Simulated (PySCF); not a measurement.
Bi(F)(TeH)2 (BiFH2Te2), SMILES [F][Bi]([TeH])[TeH]. Atoms are numbered in the order given.

```xyz
6

Bi    -0.4871    -0.7893     0.5028
F     -0.8027    -2.1297    -1.0528
Te    -1.3974     1.7201    -0.6246
H     -0.0461     1.8291    -1.6199
Te     2.2618    -0.0949     0.0274
H      2.7495    -1.6620     0.4135
```
Charge 0, spin multiplicity 1.

The structure is a stationary point at PBE-D3(BJ)/def2-SVP. The structure was generated by enumeration; whether it is a known compound was not checked. The def2 effective core potentials stand for the cores of Bi, Te; spin–orbit coupling is left out.

All values below come from PySCF with B3LYP/def2-TZVP.

Atomic charges (e):

```
atom  Löwdin  Mulliken
----  ------  --------
Bi1     0.44      0.78
F2     -0.38     -0.51
Te3    -0.02     -0.20
H4      0.00      0.06
Te5    -0.02     -0.17
H6     -0.01      0.04
```
